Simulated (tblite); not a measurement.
Compound: C₂H₉BO₂Si.
Structure used (GFN2-xTB), in Å, numbered top down from 1:
```xyz
15
C2H9BO2Si angstrom
B     -1.1743    2.0296   -0.3276
Si    -0.0613    0.5728    0.3439
O      1.4461    0.7930   -0.2243
C      2.5436   -0.0673   -0.1173
O     -0.4711   -0.9292   -0.1920
C     -1.6836   -1.5982   -0.0358
H     -2.3365    1.9006   -0.3800
H     -0.7490    3.0682   -0.6464
H     -0.0155    0.4565    1.8285
H      2.9385   -0.0519    0.9015
H      3.3131    0.2801   -0.8081
H      2.2619   -1.0905   -0.3694
H     -1.6474   -2.5100   -0.6343
H     -2.5213   -0.9818   -0.3724
H     -1.8475   -1.8637    1.0118
```

All values are computed: GFN2-xTB (tblite) harmonic vibrations without scaling, gas phase. Against measured fundamentals such values can be off by several per cent, at times by over 20. Modes of hydrogen on boron and silicon can be 10 to 20 % off. One conformer, not necessarily the lowest.

Harmonic wavenumbers (cm⁻¹): 75.7, 78.7, 91.7, 96.4, 102.0, 132.6, 154.3, 231.5, 257.3, 338.0, 608.5, 633.0, 700.8, 728.2, 748.8, 779.2, 803.4, 1123.6, 1128.4, 1136.7, 1138.1, 1149.7, 1153.4, 1197.3, 1407.3, 1418.5, 1479.0, 1483.4, 1487.6, 1490.5, 2023.5, 2650.1, 2695.8, 2938.8, 2947.3, 2953.0, 2974.2, 2981.6, 2981.9.

A = 3723, B = 2205, C = 1492 MHz; mass 104.046 u (most abundant isotopes); point group C1, symmetry number 1.

What is the zero-point energy?

Half the sum of the wavenumbers: 24250 cm⁻¹ = 290.09 kJ/mol.

Entropy at 200 K, 1 bar (ideal gas, RRHO, classical rotation)?

Translation 158.48, rotation 110.77, vibration 92.43: S = 361.7 J/(mol K).

And Cp and H(200 K) − H(0)?

Cp = 117.43 J/(mol K), of which vibrations give 84.17 (their classical limit is 39 R = 324.3); H(200 K) − H(0) = 16.51 kJ/mol without the zero-point energy, 9.86 from vibrations.

How do the functions run with temperature in this model?

```csv
T (K),S (J/(mol K)),Cp (J/(mol K)),H − H(0) (kJ/mol),G − H(0) (kJ/mol),ln q(vib)
150,329.9,104.3,10.97,-38.51,3.65
250,389.3,131.1,22.72,-74.62,6.62
298.15,413.6,144.7,29.36,-93.95,7.92
400,460.1,172.6,45.54,-138.49,10.49
600,539.0,217.4,84.78,-238.63,15.06
900,636.4,262.7,157.32,-415.47,21.12
```

q(vib) and H(0) count from the zero-point level.

Blend soft modes into free rotors: weight 1/[1 + (100 cm⁻¹/ν̃)⁴] for the oscillator and the rest for a rotor with moment μB/(μ + B), μ = h/(8π²ν), B = 10⁻⁴⁴ kg m². What vibrational entropy results?

88.05 J/(mol K) in place of 92.43, which changes −T·S at 200 K by +0.88 kJ/mol.

Which modes carry the vibrational entropy at 200 K?

75.7 cm⁻¹: 13.47; 78.7 cm⁻¹: 13.15; 91.7 cm⁻¹: 11.92; 96.4 cm⁻¹: 11.52; 102.0 cm⁻¹: 11.07; 132.6 cm⁻¹: 9.02 J/(mol K); the other 33 give 22.28 together.

What must be added to the electronic energy to get the Gibbs energy at 200 K and 1 bar?

ZPE + [H(200 K) − H(0)] − T·S = 290.09 + 16.51 − 72.34 = 234.26 kJ/mol.

Hindered rotation and anharmonicity are outside this model. Other conformers, if any are populated, would add a mixing term that is left out. The structure is chiral; the term R ln 2 for an equal mix with its mirror image is left out.
